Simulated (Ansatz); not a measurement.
Input file for CH₇GaOSi (`O[SiH2][CH2][GaH2]`):

```yaml
crystal:
  periodic: [false, false, false]
  atoms:
    - {symbol: O, position_ang: [-0.888356, 0.844765, -0.713824]}
    - {symbol: Si, position_ang: [-0.412363, 0.763717, 0.914971]}
    - {symbol: C, position_ang: [0.840008, -0.557629, 0.715320]}
    - {symbol: Ga, position_ang: [0.423346, -0.898488, -1.235720]}
    - {symbol: H, position_ang: [-1.680120, 1.283882, -1.026671]}
    - {symbol: H, position_ang: [0.066257, 2.110584, 1.324811]}
    - {symbol: H, position_ang: [-1.610740, 0.418423, 1.726493]}
    - {symbol: H, position_ang: [1.865070, -0.218378, 0.866369]}
    - {symbol: H, position_ang: [0.648127, -1.433505, 1.335876]}
    - {symbol: H, position_ang: [-0.626721, -2.017454, -1.578602]}
    - {symbol: H, position_ang: [1.375502, -0.295927, -2.329022]}
basis:
  gaussian: {orbitals: def2-TZVPP}
correlation: {method: ccsd_t}
output: {orbitals: {seedname: orbitals}}
```

```sh
$ ansatz run in.yaml --threads 2 --pin off --events-out ev --progress --plain --max-ram 22528MiB --backend cuda --devices 0, --max-vram 18GiB
```

The program prints (abridged):

```
Functional definition: HF
1474 factors; integrals over basis functions are off by at most 1.3e-3 eV
mean field evaluation 1: about -63373.7244 eV, gradient 4.2e1 eV
mean field evaluation 2: about -63373.9098 eV, gradient 4.2e1 eV
mean field evaluation 4: about -63377.8582 eV, gradient 3.9e0 eV
mean field evaluation 8: about -63377.9154 eV, gradient 2.2e-1 eV
mean field -63377.91566931 eV, -2329.0954417531 hartree, gradient 1.9e-6 eV, S^2 0.000000; 0 other end points of the search recorded, 0 dependent functions left out
16 core orbitals not correlated: weight in the atoms' cores, before any rotation towards them, 1.000 or more for the frozen orbitals, at most 0.000 for the correlated occupied ones
reference -63377.91566931 eV, -2329.0954417531 hartree; 17, 17 occupied and 217, 217 virtual orbitals, 1474 factors
second order -21.29287850 eV of doubles, -0.00000000 eV of singles
cycle   1  -21.43488421 eV  change   -1.4e-1 eV  update   1.1e-1
cycle   2  -22.09451720 eV  change   -6.6e-1 eV  update   3.3e-2
cycle   3  -22.20881436 eV  change   -1.1e-1 eV  update   1.6e-2
cycle   4  -22.19790469 eV  change    1.1e-2 eV  update   3.2e-3
cycle   5  -22.19720576 eV  change    7.0e-4 eV  update   1.3e-3
cycle   6  -22.19729364 eV  change   -8.8e-5 eV  update   3.1e-4
cycle   7  -22.19712994 eV  change    1.6e-4 eV  update   1.3e-4
cycle   8  -22.19710897 eV  change    2.1e-5 eV  update   4.2e-5
perturbative correction -0.83496206 eV, -0.0306842899 hartree
Total energy: -63400.94774035 eV, -2329.9418547519 hartree
```

It took 3.8 s on 2 threads of an AMD EPYC 7R13 on a shared host and a share of an NVIDIA H100 80 GB, with 0.83 GiB of host memory at the peak.

The correlation energy is -23.032 eV, 3.6 % of it from (T); the T1 diagnostic reads 0.0121.
